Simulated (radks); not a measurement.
Task: The chlorine anion Cl-, [Ar], held by a Watson sphere: a shell of charge +0.84 at radius R that stands for the Madelung well of a crystal (potential energy -0.84/R inside, -0.84/r outside, in hartree with lengths in bohr). Method: scalar-relativistic Kohn-Sham, LDA (Slater exchange, VWN5 correlation), spin-unpolarised, spherical densities, finite nucleus; Fermi nuclear charge, rms radius of each element as measured or else 0.836 A^(1/3) + 0.57 fm; computed with a radial shooting solver on a logarithmic mesh with Libxc functionals. Response by self-consistent Sternheimer equations with the Hartree and adiabatic LDA kernel, the relativistic mass of each level held fixed and spin-orbit coupling left out. The sphere does not respond.

R (bohr)  e(2p) (eV)  e(3s) (eV)  e(3p) (eV)  <r> 3p (bohr)  sum of <r^2> (bohr^2)  X-ray form factor at sin(theta)/lambda = 0.3 1/angstrom  alpha (bohr^3)
2.15         -188.19     -19.013      -7.361          1.909                  33.95                                                    9.571           20.32
2.29         -188.14     -18.794      -7.188          1.924                  34.43                                                    9.563           21.21
2.3          -188.14     -18.779      -7.175          1.925                  34.46                                                    9.563           21.27
2.57         -187.99     -18.374      -6.831          1.949                  35.31                                                    9.555           23.08
3.72         -187.06     -16.923      -5.450          2.017                  37.85                                                    9.556           30.98

Estimate the row for R = 3.19 bohr.

Result: e(2p) (eV) -187.52; e(3s) (eV) -17.537; e(3p) (eV) -6.053; <r> 3p (bohr) 1.992; sum of <r^2> (bohr^2) 36.88; X-ray form factor at sin(theta)/lambda = 0.3 1/angstrom 9.554; alpha (bohr^3) 27.40.
